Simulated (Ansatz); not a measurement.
Born–Oppenheimer molecular dynamics of ClFGeH2 (5 atoms, charge 0, multiplicity 1). It starts from a relaxed structure.

Level of theory: RKS B3LYP-D4/def2-SVP in Ansatz.

| Quantity | Value |
| --- | --- |
| ensemble | NVE (velocity Verlet) |
| time step | 0.5 fs |
| steps asked | 300 |
| starting velocities drawn for | 1000 K |
| seed | 511072 |

First frame:

```xyz
5
Properties=species:S:1:pos:R:3
Ge 0.044 0.035 0.032
H -0.060 0.006 1.561
H 1.451 0.006 -0.577
Cl -1.014 1.761 -0.717
F -0.797 -1.369 -0.563
```

(1) How far do the bonds stretch over the last three quarters of this one trajectory? (Pairs bonded in most of those frames.)

## Answers

(1) 
| bond | mean (Å) | spread (Å) | shortest | longest |
| --- | --- | --- | --- | --- |
| Ge1–H2 | 1.540 | 0.015 | 1.51 | 1.57 |
| Ge1–H3 | 1.545 | 0.046 | 1.47 | 1.61 |
| Ge1–Cl4 | 2.160 | 0.006 | 2.15 | 2.18 |
| Ge1–F5 | 1.748 | 0.049 | 1.68 | 1.82 |

Mean temperature of the second half: 495 K. The conserved energy stayed within 0.15 meV per atom of its start (net change 0.1 meV per atom), so the integration is sound. Over the second half the temperature averaged 0.49 of the 1000 K drawn at the start: a run that starts near a minimum puts about half its kinetic energy into the potential. A run of 0.15 ps of so small a system gives no equilibrium averages.

Time of the run: 9.9 min on 1 thread of Intel(R) Xeon(R) Platinum 8488C (Sapphire Rapids) (shared host), peak memory 0.16 GiB.
